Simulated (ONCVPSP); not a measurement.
**Cu, ONCV: configuration errors across variants**

Cu (Z = 29), optimised norm-conserving Vanderbilt (ONCV), made with ONCVPSP 4.0.1 (LDA (Perdew-Zunger), scalar-relativistic). Core [Ne], reference 3s2 3p6 3d10 4s1. Waves: 3s+4s: rc 1.00 bohr, ncon 4, nbas 7, qcut 14 1/bohr, 2 projectors; 3p: rc 1.10 bohr, ncon 3, nbas 7, qcut 11.3 1/bohr, 1 projector; 3d: rc 1.25 bohr, ncon 3, nbas 7, qcut 10.5 1/bohr, 2 projectors, debl 3.5 Ha; f scattering state at 0.35 Ha: rc 1.05 bohr, ncon 3, nbas 6, qcut 11.5 1/bohr, 2 projectors, debl 2.3 Ha. Local part: polynomial inside 0.95 bohr (lpopt 5, dvloc0 0 Ha). Core correction: polynomial model core, fcfact 0.7.

All-electron excitation energies from the reference (eV): (1) 3s2 3p6 3d10 4s0 8.436; (2) 3s2 3p6 3d9 4s0 30.123; (3) 3s2 3p6 3d10 4s0.5 3.304.

2 further variants failed, have other tests or too few solved ones, and are left out.

Errors AE − PS in meV (a dash: test not solved or not reliable):

| change | (1) | (2) | (3) | bound ghosts | GHOST(+) flags above zero |
| --- | --- | --- | --- | --- | --- |
| base | +5.1 | -4.1 | +2.0 | none | none |
| s: qcut 9.4; p: qcut 7.6; d: qcut 7.1; f: qcut 7.7 | +7.8 | -40 | +2.5 | none | none |
| s: qcut 13.2; p: qcut 10.6; d: qcut 9.9; f: qcut 10.8 | +5.4 | -6.7 | +2.0 | none | none |
| s: qcut 14.2; p: qcut 11.5; d: qcut 10.7; f: qcut 11.7 | +5.0 | -3.5 | +1.9 | none | s |
| s: qcut 16.7; p: qcut 13.4; d: qcut 12.5; f: qcut 13.7 | +3.7 | -0.9 | +1.6 | none | none |

(1) Give the same row for: s: qcut 11.2; p: qcut 9; d: qcut 8.4; f: qcut 9.2.

Answers

(1) +6.6, -19, +2.2; bound ghosts: none; GHOST(+) flags above zero: none.
